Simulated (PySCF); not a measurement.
Geometries of 2 isomers of C3H9NOSi, from PBE0-D3(BJ)/def2-SVP geometry optimisation, gas phase in PySCF 2.14.0. One conformer each, no zero-point energy, no frequencies.

**Question.** Which is lower in electronic energy at this level?
A.
```xyz
15
angstrom
C     -0.837    1.006   -0.453
N     -0.565   -0.209    0.261
C     -1.703   -0.958    0.735
C      0.694   -0.669    0.525
O      0.901   -1.696    1.151
Si     2.245    0.312   -0.094
H     -1.436    0.813   -1.360
H     -1.392    1.725    0.175
H      0.097    1.492   -0.769
H     -1.329   -1.855    1.243
H     -2.302   -0.361    1.444
H     -2.355   -1.255   -0.104
H      3.428   -0.488    0.318
H      2.240    0.484   -1.582
H      2.306    1.674    0.524
```
B.
```xyz
15
angstrom
C     -0.848    1.259   -0.204
N     -0.523   -0.141   -0.078
C     -1.574   -1.032   -0.500
Si     0.769   -0.627    0.969
C      2.375    0.292    0.411
O      3.240    0.625    1.183
H     -1.702    1.562    0.434
H      0.011    1.889    0.079
H     -1.110    1.513   -1.248
H     -1.860   -0.831   -1.549
H     -1.242   -2.079   -0.444
H     -2.493   -0.937    0.113
H      0.592   -0.331    2.428
H      0.971   -2.096    0.782
H      2.495    0.493   -0.695
```

**Answer.** A. That is `CN(C)C(=O)[SiH3]`, 12.4 kcal/mol below the other.

```
          SMILES                     atoms numbered as above      E (Eh)  relative (kcal/mol)  relative (kJ/mol)  dipole (D)
CN(C)C(=O)[SiH3]  [CH3:1][N:2]([CH3:3])[C:4](=[O:5])[SiH3:6]  -538.52255                  0.0                0.0        3.54
  CN(C)[SiH2]C=O   [CH3:1][N:2]([CH3:3])[SiH2:4][CH:5]=[O:6]  -538.50277                 12.4               51.9        3.09
```

As drawn, the lower has a C(=O)–N unit, which the higher lacks.
